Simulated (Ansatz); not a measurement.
`BO[SiH2]B` + `N[SiH3]` → `B[SiH2]N[SiH3]` + `BO`  (ligand exchange at the Si–O bond)

Isolated molecules relaxed with PBE0-D4/def2-TZVP in Ansatz; ΔE leaves out vibrations. CBS: MP2 limit from def2 TZ/QZ plus the TZ coupled-cluster correction, frozen cores. This one scheme is used for every species. DFT in def2-TZVPP. One conformer a species, not always the lowest.

Problem. Is it downhill or uphill in electronic energy at CCSD(T)/CBS, and by how much? (Best estimate.)

Solution. Computed: Uphill: ΔE = +0.27 eV.

Problem. What do these levels give: BHLYP-D4, ωB97M-V, r2SCANh, HF/def2-SVP, SCS-MP2/def2-TZVPP, MP2/def2-QZVPP? (Best estimate.)

Solution. Computed: BHLYP-D4 0.31, ωB97M-V 0.27, r2SCANh 0.28, HF/def2-SVP 0.28, SCS-MP2/def2-TZVPP 0.28, MP2/def2-QZVPP 0.26 eV.

Largest T1 diagnostic among the species: 0.014.

The D4 term adds −0.05 eV with B3LYP and −0.03 eV with PBE0; it sums over pairs of atoms, weighted by their polarisabilities, and B3LYP, whose exchange is more repulsive, gets the larger term. Leaving LDA and LC-ωPBE aside and taking each functional with its dispersion term where it has one, the values, not all of them listed here, spread over 0.12 eV, from revPBE-D4 to BHLYP-D4. In def2-TZVPP, CCSD(T) changes the Hartree–Fock value by −0.15 eV (the triples alone add −0.02 eV) and MP2 by −0.15 eV.

B3LYP here is the variant with VWN-RPA as its local correlation; programs differ in this.
